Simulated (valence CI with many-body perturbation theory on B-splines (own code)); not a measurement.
## Level structure of Zr XXXIV

Method: valence CI with perturbative core correlation (CI+MBPT): five valence electrons over a frozen Dirac-Fock core [He], radial functions for each j: 9 s, 9 p, 8 d, 6 f, 3 g, 1 h, with the one-electron correlation potential Σ1, the two-electron term Σ2, the three-electron term Σ3, Breit, model QED; selected CI, second order for the rest (own B-spline code, finite nucleus).

No measured spectrum was set against this ion. As an estimate, large intervals hold to a few tenths of a per cent, small ones and those within an open d or f shell to about a per cent. Among the levels kept, up to 1500 cm⁻¹ of a level comes from second order outside the variational space, and about a tenth of that is noise between levels of different J, which matters for small intervals.

Levels 46 to 83 of 83, with energies above the lowest level, (2s^2 2p1/2^2 2p3/2) J=3/2. "Leading %" is the weight of the configuration and term that name the level; weights of strongly mixed levels are sums over their largest components and can fall short. In the jj column 3d3/2^4 stands for four electrons in 3d with j = 3/2. Lifetimes count E1, E2, E3, M1 and M2 decay at the calculated energies, and are blank where another channel may lead or the interval is too uncertain; long ones can be off by a factor of two.

```tsv
No.	Configuration	Term	J	E (× 10³ cm⁻¹)	Leading %	Lifetime	Second component	Leading jj
46	2s2.2p2.3d	2F	5/2	20948	41	10.7 fs	40 % 2s2.2p2.3d 4P	2s^2 2p1/2 2p3/2 3d5/2 (73 %)
47	2s2.2p2.3d	4D	3/2	20956	42	17.2 fs	25 % 2s2.2p2.3d 2P	2s^2 2p1/2 2p3/2 3d5/2 (84 %)
48	2s2.2p2.3d	2G	9/2	20989	52	143 ps	48 % 2s2.2p2.3d 4F	2s^2 2p1/2 2p3/2 3d5/2 (97 %)
49	2s2.2p2.3d	4D	5/2	21016	39	8.64 fs	31 % 2s2.2p2.3d 2D	2s^2 2p1/2 2p3/2 3d3/2 (53 %)
50	2s2.2p2.3d	4P	3/2	21028	44	6.69 fs	27 % 2s2.2p2.3d 2P	2s^2 2p1/2 2p3/2 3d3/2 (82 %)
51	2s2.2p2.3d	4P	1/2	21048	48	6.84 fs	27 % 2s2.2p2.3d 2S	2s^2 2p1/2 2p3/2 3d3/2 (93 %)
52	2s2.2p2.3d	2D	5/2	21084	59	6.02 fs	20 % 2s2.2p2.3d 2F	2s^2 2p1/2 2p3/2 3d5/2 (76 %)
53	2s2.2p2.3p	2P°	3/2	21096	26	1.54 ps	22 % 2s2.2p2.3p 4S°	2s^2 2p3/2^2 3p1/2 (92 %)
54	2s2.2p2.3d	2F	7/2	21103	54	7.23 fs	30 % 2s2.2p2.3d 2G	2s^2 2p1/2 2p3/2 3d5/2 (84 %)
55	2s2.2p2.3d	2D	3/2	21111	67	9.86 fs	21 % 2s2.2p2.3d 2P	2s^2 2p1/2 2p3/2 3d5/2 (94 %)
56	2s2.2p2.3p	2D°	5/2	21124	50	4.40 ps	23 % 2s2.2p2.3p 2F°	2s^2 2p3/2^2 3p1/2 (93 %)
57	2s2.2p2.3d	2P	1/2	21128	72	8.98 fs	20 % 2s2.2p2.3d 2S	2s^2 2p1/2 2p3/2 3d5/2 (90 %)
58	2s.2p3.3p	6P	3/2	21193	52	402 fs	21 % 2s.2p3.3p 4P	2s 2p1/2^2 2p3/2 3p1/2 (81 %)
59	2s.2p3.3s	4D°	1/2	21201	32	100 fs	14 % 2s2.2p2.3p 2S°	2s 2p1/2^2 2p3/2 3s (54 %)
60	2s.2p3.3p	6P	5/2	21208	39	127 fs	28 % 2s.2p3.3p 4P	2s 2p1/2^2 2p3/2 3p1/2 (77 %)
61	2s2.2p2.3p	2D°	5/2	21234	53	5.09 ps	31 % 2s2.2p2.3p 4P°	2s^2 2p3/2^2 3p3/2 (96 %)
62	2s.2p3.3s	4D°	3/2	21238	27	116 fs	19 % 2s.2p3.3s 2D°	2s 2p1/2^2 2p3/2 3s (85 %)
63	2s2.2p2.3p	4D°	7/2	21241	50	6.46 ps	46 % 2s2.2p2.3p 2F°	2s^2 2p3/2^2 3p3/2 (95 %)
64	2s2.2p2.3p	2P°	1/2	21252	40	215 fs	21 % 2s.2p3.3s 4D°	2s^2 2p3/2^2 3p3/2 (49 %)
65	2s2.2p2.3p	2P°	1/2	21346	85	3.40 ps	7 % 2s2.2p2.3p 4D°	2s^2 2p3/2^2 3p1/2 (83 %)
66	2s.2p3.3p	6P	7/2	21388	61	2.15 ps	29 % 2s.2p3.3p 4D	2s 2p1/2^2 2p3/2 3p3/2 (82 %)
67	2s2.2p2.3p	2P°	3/2	21434	63	789 fs	15 % 2s2.2p2.3p 2D°	2s^2 2p3/2^2 3p3/2 (93 %)
68	2s.2p3.3p	4P	3/2	21443	50	37.0 fs	18 % 2s.2p3.3p 2P	2s 2p1/2^2 2p3/2 3p3/2 (85 %)
69	2s.2p3.3s	4D°	5/2	21494	51	109 fs	27 % 2s.2p3.3s 6S°	2s 2p1/2 2p3/2^2 3s (84 %)
70	2s.2p3.3p	4P	5/2	21496	42	37.3 fs	26 % 2s.2p3.3p 6P	2s 2p1/2^2 2p3/2 3p3/2 (75 %)
71	2s.2p3.3p	4P	1/2	21502	56	45.8 fs	16 % 2s.2p3.3p 4D	2s 2p1/2^2 2p3/2 3p3/2 (70 %)
72	2s2.2p2.3p	2P°	3/2	21513	64	988 fs	13 % 2s2.2p2.3p 2D°	2s^2 2p3/2^2 3p3/2 (92 %)
73	2s.2p3.3p	4F	3/2	21581	35	69.7 fs	23 % 2s.2p3.3p 2D	2s 2p1/2^2 2p3/2 3p1/2 (89 %)
74	2s.2p3.3p	2P	1/2	21584	35	27.7 fs	17 % 2s.2p3.3p 4D	2s 2p1/2^2 2p3/2 3p1/2 (74 %)
75	2s.2p3.3s	2D°	3/2	21593	30	69.3 fs	28 % 2s.2p3.3s 4S°	2s 2p1/2 2p3/2^2 3s (85 %)
76	2s.2p3.3s	4D°	7/2	21668	96	68.5 fs		2s 2p1/2 2p3/2^2 3s (96 %)
77	2s2.2p2.3d	2F	7/2	21693	51	249 fs	37 % 2s2.2p2.3d 4D	2s^2 2p3/2^2 3d5/2 (97 %)
78	2s2.2p2.3d	2D	3/2	21708	43	9.64 fs	19 % 2s2.2p2.3d 4P	2s^2 2p3/2^2 3d3/2 (94 %)
79	2s2.2p2.3d	4F	9/2	21709	51	141 ps	48 % 2s2.2p2.3d 2G	2s^2 2p3/2^2 3d5/2 (96 %)
80	2s2.2p2.3d	2D	5/2	21710	30	9.27 fs	24 % 2s2.2p2.3d 4D	2s^2 2p3/2^2 3d3/2 (81 %)
81	2s2.2p2.3d	2P	1/2	21712	72	18.1 fs	13 % 2s2.2p2.3d 4D	2s^2 2p3/2^2 3d3/2 (54 %)
82	2s2.2p2.3d	2F	7/2	21742	47	7.98 fs	34 % 2s2.2p2.3d 2G	2s^2 2p3/2^2 3d3/2 (94 %)
83	2s.2p3.3s	2D°	5/2	21762	76	63.0 fs	19 % 2s.2p3.3s 4D°	2s 2p1/2 2p3/2^2 3s (96 %)
```
